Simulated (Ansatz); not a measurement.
Ideal-gas functions of `[CH3][Al]1[BH][S]1` at 800 K and 1 bar, from an Ansatz frequency run at PBE0-D4/def2-TZVP.

Molar mass 85.9 g/mol, point group Cs (symmetry number 1), electronic degeneracy 1, moments of inertia 39.773, 186.361, 223.0 u Å². Harmonic wavenumbers (cm⁻¹, unscaled): 48, 133, 151, 380, 542, 641, 682, 683, 720, 848, 864, 1214, 1435, 1440, 2682, 3049, 3131, 3146.

Use S(trans) = R[1.5 ln M + 2.5 ln T − 1.1517]; rotational temperatures θ = 24.2544 K / I; S(rot) = R[ln(√π/σ · √(T³/θAθBθC)) + 1.5]; for each mode x = 1.438777 ν̃/T, S = R[x/(eˣ − 1) − ln(1 − e⁻ˣ)] and H = RT x/(eˣ − 1); 1 cm⁻¹ = 0.0119627 kJ/mol; R = 8.31446 J/(mol·K).

**Question.** By hand: the entropy, in J/(mol·K).

**Answer.** Translation 184.9. Rotation: θ = 0.6098, 0.1301, 0.1088 K, giving 120.4. Vibration, mode by mode: 28.68, 20.23, 19.18, 11.64, 8.85, 7.58, 7.12, 7.11, 6.72, 5.57, 5.44, 3.30, 2.41, 2.40, 0.39, 0.22, 0.20, 0.19, in all 137.2. Electronic 0.0. Sum 442.5 J/(mol·K).

**Question.** By hand: H − E and G − E in kJ/mol, counted from the electronic energy.

**Answer.** Zero-point energy ½ × 21789 × 0.0119627 = 130.3; thermal vibration 51.1; translation, rotation and pV give 4 RT = 26.6. H − E = 208.0 kJ/mol, and G − E = 208.0 − 800 × 442.5/1000 = -146.0 kJ/mol.

Vibration gives 31 % of the entropy, 48.9 J/(mol·K) of it from the modes under 150 cm⁻¹: soft modes count most, and the harmonic formula is weakest for them.
